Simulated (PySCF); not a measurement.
B(Me)2(PH2) (C₂H₈BP), SMILES CB(P)C. Geometry: PBE-D3(BJ)/def2-SVP. Other conformers were not sampled.

Computed equilibrium geometry at PBE-D3(BJ)/def2-SVP (PySCF confirms it by a frequency run) as a Z-matrix (one conformer of several):
```
B
C 1 1.5770
H 2 1.1080 1 115.58
H 2 1.1105 3 109.32 1 129.06
H 2 1.1159 3 106.34 4 113.65
C 1 1.5770 2 120.43 3 158.42
H 6 1.1073 1 116.31 2 169.83
H 6 1.1118 7 108.82 1 125.79
H 6 1.1147 7 107.62 8 113.15
P 1 1.9105 2 119.57 3 -15.05
H 10 1.4337 1 101.33 2 -139.50
H 10 1.4340 11 97.85 1 -103.42
```
Charge 0, spin multiplicity 1.
